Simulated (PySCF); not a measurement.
# Correlation energy of Hg (mercury, neutral)

[Xe] 4f14 5d9 6s2 7s1, high-spin 3D determinant (an excited configuration). Computed with PySCF 2.14 in x2c-TZVPPall with one added diffuse shell each of s, p, d, f type (12s8p8d4f1g, 113 functions), with scalar relativity by spin-free X2C-1e. Frozen: [Xe] 4f14; 12 electrons correlated.

```tsv
level	correlation energy (mhartree)
CCSD	-342.90
(T)	-12.39
CCSD(T)	-355.29
```

Diagnostics: T1 = 0.016, D1 = 0.0716, largest double amplitude 0.051.

Spin-orbit coupling, absent here, splits the open shell strongly. The outer electron is Rydberg-like, and this basis confines it to a smaller radius and binds it less than a complete one would.

Cost of the coupled-cluster step: of the order of 2.3 core-minutes, for 12 correlated electrons.
